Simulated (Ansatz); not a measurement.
Problem. Name a neutral molecule of Cl, N, O, Si and H with HOMO–LUMO gap (PBE/def2-TZVPP) between 6.00 and 6.30 eV and HOMO energy (B3LYP/def2-TZVPP) between -8.20 and -7.90 eV (Ansatz, PBE0-D4/def2-TZVP geometry).

Solution. `O[SiH2]N[SiH2]Cl` (6.23 eV, -8.02 eV); `O[SiH](O)N[SiH2]Cl` (6.30 eV, -8.00 eV). Other molecules can fit too; these were computed, each in one conformer that needn't be the lowest.

B3LYP here is the variant with VWN-RPA as its local correlation; programs differ in this.
